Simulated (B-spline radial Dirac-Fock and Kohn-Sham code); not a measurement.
**Tl⁷⁷⁺: eigenvalues, ΔSCF and the reference**

System: Tl⁷⁷⁺, [He] 2s2.

The density-functional columns are spherical, spin-unpolarised Dirac-Kohn-Sham results without Breit or QED terms: −ε is minus the orbital energy of the initial state and ΔSCF the difference of two total energies. The reference in the last column comes from Dirac-Fock ΔSCF + Breit + QED. All numbers are from a radial B-spline solver, in eV; a selection of levels is shown. For the 1s level of heavy atoms much of the gap between ΔSCF and the reference is the Breit and QED part, -401.7 eV here; for other levels the error of the functional can be larger.

```tsv
level	LDA −ε	LDA ΔSCF	Dirac-Fock
1s	95435.0	96145.9	95728.1
2s	23752.2	23923.0	23851.2
```

For the outermost level NIST gives 23850 ± 120 eV (theoretical); the differences from it are LDA −ε -97.81, LDA ΔSCF +72.98, Dirac-Fock +1.17 eV.

Values without a named source are computed, but for edge energies of neutral atoms, which are taken from tables.
